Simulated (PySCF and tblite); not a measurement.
Values are calculated unless marked as measured or tabulated.
**Conformers and averaged properties: C5H7N3O, numbered as in [H]/[N:8]=[CH:7]\[c:6]1[o:5][n:4][c:3]([CH2:2][CH3:1])[n:9]1**

Free energies: revPBE-D3(BJ)/pcSseg-1 (IEF-PCM, methanol), SCF tolerance 1e-07 on GFN2-xTB structures plus GFN2-xTB thermal terms, symmetry and mirror images included. Conformers within 3 kcal/mol (GFN2-xTB free energy) were kept, 4 at most. GIAO shieldings: revPBE/pcSseg-1 (IEF-PCM, methanol), SCF tolerance 1e-07. Shifts are against TMS (¹H), TMS (¹³C) at the same level. Run with PySCF (density fitting) and tblite.

Torsions listed: C1–C2–C3–N4, O5–C6–C7–N8. Of a mirror pair one member is shown.

```tsv
conformer	shape	symmetry	E(GFN2) kcal/mol	E(DFT) kcal/mol	G(298.15 K) kcal/mol	weight %	dipole D
1	113°, 180°	C1 (pair)	0.00	0.00	0.00	64.8	2.23
2	-114°, 0°	C1 (pair)	0.74	0.31	0.36	35.2	2.38
```

Weights (%) against temperature:

```tsv
T (K)	1	2	S(mix) cal/mol/K
220	68.0	32.0	2.62
260	66.1	33.9	2.65
298.15	64.8	35.2	2.67
340	63.8	36.2	2.68
380	63.0	37.0	2.69
```

Averaged shifts at 298.15 K. ¹H: 8.75 (H7, 1H), 3.11 (H2, 2H), 1.45 (H1, 3H) ppm. ¹³C: 175.9 (C3), 172.4 (C6), 155.7 (C7), 25.9 (C2), 17.8 (C1) ppm.

Coordinates of conformer 1 (Å):

```xyz
16

C    -2.300   -0.294   -0.933
C    -1.685   -0.902    0.327
C    -0.439   -0.190    0.689
N    -0.297    0.546    1.760
O     0.967    1.029    1.707
C     1.516    0.544    0.584
C     2.890    0.870    0.214
N     3.487    0.462   -0.811
N     0.686   -0.213   -0.077
H    -2.571    0.746   -0.761
H    -1.590   -0.338   -1.755
H    -3.195   -0.844   -1.212
H    -2.377   -0.834    1.167
H    -1.442   -1.950    0.143
H     3.416    1.523    0.903
H     2.926   -0.147   -1.408
```

Coordinates of conformer 2 (Å):

```xyz
16

C    -2.535   -0.206   -0.941
C    -1.878   -0.108    0.436
C    -0.406   -0.210    0.314
N     0.302   -1.201    0.788
O     1.584   -0.927    0.454
C     1.566    0.237   -0.217
C     2.797    0.831   -0.729
N     3.957    0.366   -0.620
N     0.360    0.716   -0.327
H    -2.153    0.575   -1.593
H    -2.327   -1.173   -1.393
H    -3.612   -0.091   -0.847
H    -2.119    0.857    0.885
H    -2.226   -0.908    1.090
H     2.657    1.770   -1.253
H     4.025   -0.519   -0.117
```

H on N, O and S are left out: they exchange, and hydrogen bonds move them by several ppm. Shifts are unscaled: against experiment ¹³C can be off by 15 ppm or more and ¹H by 0.8 ppm.


Conformer gaps in pcSseg-1 on xTB geometries can be 2 kcal/mol off for S=O, P=O and other polar bonds.